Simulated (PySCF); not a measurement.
Si(F)(Cl)2(OH) (Cl₂FHOSi), SMILES O[Si](F)(Cl)Cl. Atoms are numbered in the order given.

```xyz
6

O     -1.5712    -0.8520    -0.5040
Si    -0.2439    -0.1672     0.1576
F     -0.2324    -0.3650     1.7558
Cl     1.3899    -1.0957    -0.6195
Cl    -0.1839     1.8526    -0.1811
H     -2.4256    -0.4243    -0.3660
```

Coordinates come from a B3LYP-D3(BJ)/def2-SVP optimisation. One conformer was computed; it need not be the lowest.

Calculation: PySCF with HF/def2-TZVP.

```yaml
total_energy: -1383.17244 hartree
highest_occupied_level: -13.01 eV
lowest_empty_level: 3.16 eV
orbital_gap: 16.17 eV
dipole_moment: 1.84 D
quadrupole, principal values (traceless, Buckingham form, about the centre of nuclear charge): -5.65, -3.46, 9.11 D·Å
mean_static_polarisability: 43.3 bohr³ (6.41 Å³)
polarisability_principal_values: 36.4, 42.4, 51.1 bohr³
```
